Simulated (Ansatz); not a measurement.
The cluster Mg₂Se₂, relaxed as a triplet with UKS r2SCAN-D4/def2-SVP in Ansatz, starting from the r2SCAN-D4/def2-SVP geometry of the neutral singlet. Force threshold 0.02 eV/Å.

At r2SCAN-D4/def2-SVP a singlet of charge 0 lies 1.53 eV below the triplet, each at its own geometry. The structure comes from a short search, and lower isomers may exist.

Start:

```xyz
4

Mg   -0.3697    1.0778    0.7417
Mg    0.3697   -1.0777   -0.7417
Se    0.0339   -1.1562    1.6968
Se   -0.0339    1.1562   -1.6968
```

```csv
step,energy (eV),largest force component (eV/Å),SCF passes
1,-141569.0848,1.579,34
2,-141569.3515,0.101,42
3,-141569.3523,0.045,40
4,-141569.3526,0.002,40
```

Force components are those of the run's own axes.

End:

Cartesian coordinates in Å:
```
Mg -0.422 1.231 0.848
Mg 0.422 -1.231 -0.848
Se 0.033 -1.117 1.639
Se -0.033 1.117 -1.639
```

By distances, no bond broke or formed. The bond that changes most is Mg2–Se3, from 2.46 to 2.52 Å (atoms count from 1).

No frequencies were taken in this run, so the end may be a saddle point.

It took 26 s on 4 threads of Arm Neoverse V2 on a shared host.
